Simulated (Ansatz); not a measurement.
F2Mn (SMILES [F][Mn][F]), sextet, at a GFN2-xTB geometry (such geometries of metal compounds can be far from the true shape). Base run: PBE0/STO-3G (Ansatz, a quantum-chemistry and plane-wave program).

Ansatz was given this input:
Ansatz 0.2 input:
```yaml
crystal:
  periodic: [false, false, false]
  atoms:
    - {symbol: Mn, position_ang: [0.00978932, 0.00026683, -0.00171777]}
    - {symbol: F, position_ang: [-0.24180904, 1.28198867, -1.09896899]}
    - {symbol: F, position_ang: [0.21461649, -1.28272985, 1.10374058]}
basis:
  gaussian:
    orbitals: STO-3G
hamiltonian:
  xc: pbe0
magnetization: {spin_polarized: true, initial_magnetization: 5}
```

Each row names what was changed in the base input (with any setting that the change needs).

```tsv
change	ΔE vs base (mEh)	outcome
base	0.000	converged
occupation = up:A1:11 A2:3 B1:4 B2:6 down:A1:9 A2:1 B1:3 B2:6	-	input refused
occupation = up:A1:11 A2:2 B1:4 B2:7 down:A1:9 A2:1 B1:3 B2:6	0.000	converged
occupation = up:A1:11 A2:3 B1:3 B2:7 down:A1:9 A2:1 B1:3 B2:6	-	input refused
occupation = up:A1:11 A2:2 B1:5 B2:6 down:A1:9 A2:1 B1:3 B2:6	144.5	converged
occupation = up:A1:12 A2:2 B1:3 B2:7 down:A1:9 A2:1 B1:3 B2:6	180.7	converged
symmetry_tolerance_ang = 0.01	0.000	converged
```

- occupation = up:A1:11 A2:3 B1:4 B2:6 down:A1:9 A2:1 B1:3 B2:6: ended with `Error: 3 electrons of one spin were asked for in irrep 3 (counted from 0), which has 2 orbitals`
- occupation = up:A1:11 A2:3 B1:3 B2:7 down:A1:9 A2:1 B1:3 B2:6: ended with `Error: 3 electrons of one spin were asked for in irrep 3 (counted from 0), which has 2 orbitals`
